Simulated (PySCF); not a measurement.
Species: F3Ga, SMILES `[F][Ga]([F])[F]` (charge 0, multiplicity 1).

Give the HOMO–LUMO gap, HOMO and LUMO at the level PySCF with CAM-B3LYP-D3(BJ)/def2-TZVP.


```
Item               Value
-------------  ---------
HOMO–LUMO gap   11.95 eV
HOMO           -13.39 eV
LUMO            -1.44 eV
```
